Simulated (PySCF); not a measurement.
C₅H₅F, SMILES C=C=C/C=C/F.

The structure is a stationary point at B3LYP-D3(BJ)/def2-SVP. The structure was generated by enumeration; whether it is a known compound was not checked. The values are those of a single conformer.

Computed with PBE/def2-TZVP in PySCF.

Question: Estimate the frontier levels, gap, dipole moment and polarisability. (An estimate is asked for; the answer gives what the named calculation found.)

Answer: 
The highest occupied level comes out as -5.49 eV and the lowest empty level comes out as -1.87 eV. The orbital gap is 3.62 eV. The dipole moment is 1.16 D and the quadrupole, principal values (traceless, Buckingham form, about the centre of nuclear charge) is -4.85, -1.99, 6.84 D·Å. The mean static polarisability is 66.4 bohr³ (9.84 Å³) and the polarisability, principal values comes out as 38.6, 61.1, 99.4 bohr³.
